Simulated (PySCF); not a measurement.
**Worked example: entropy of an ideal gas**

Mg(I)(NH2) (H₂IMgN), SMILES [I][Mg][NH2].

Geometry: PBE0-D3(BJ)/def2-TZVP. The def2 effective core potentials stand for the cores of I; spin–orbit coupling is left out. The values are those of a single conformer.

PBE0-D3(BJ)/def2-TZVP in PySCF 2.14.0 gives the harmonic wavenumbers 107, 116, 267, 281, 538, 739, 1556, 3588, 3670 cm⁻¹ and the rotational temperatures 18.1953, 0.0648, 0.0646 K. The molar mass is 167.23 g/mol, the symmetry number 2, the spin multiplicity 1.

### Question
Work out the entropy at 298.15 K and 1 atm in the rigid-rotor, harmonic-oscillator model.

### Answer

Translation (Sackur–Tetrode at 1 atm): S = R[1.5 ln M + 2.5 ln T − 1.16487] = 172.6 J/(mol K).
Rotation: q = (√π/σ) T^1.5/√(θA θB θC) = 16500, S = R[ln q + 3/2] = 93.2 J/(mol K).
Vibration: with u = 1.4388 ν/T, each mode gives R[u/(e^u − 1) − ln(1 − e^−u)]:
```csv
ν (cm⁻¹),modes,u,S (J/(mol K))
107,1,0.52,13.90
116,1,0.56,13.25
267,1,1.29,6.76
281,1,1.36,6.39
538,1,2.60,2.38
739,1,3.57,1.10
1556,1,7.51,0.04
```
The stiffer modes add less than 0.005 each. Sum 43.8 J/(mol K).
Spin: R ln 1 = 0.0 J/(mol K).
Total 309.6 J/(mol K); the program's own thermochemistry gives 309.7. Translation makes up 56 % and vibration 14 %. Anharmonicity, hindered rotation and orbital degeneracy are left out.
